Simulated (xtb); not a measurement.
A geometry relaxed with GFN2-xTB (xtb), charge 0, multiplicity 1:

```xyz
9

N     -1.7572     0.1727    -0.4312
C     -0.5891    -0.5968    -0.3456
C      0.6288    -0.1359    -0.3997
H      2.3281     0.7051     0.4606
H      2.4221     0.3548    -1.3358
C      1.8374     0.3310    -0.4270
H     -0.7642    -1.6478    -0.1506
H     -1.5940     1.1054    -0.7851
H     -2.5119    -0.2884    -0.9197
```

Question: Write the SMILES of this molecule.

Answer: `C=C=CN`
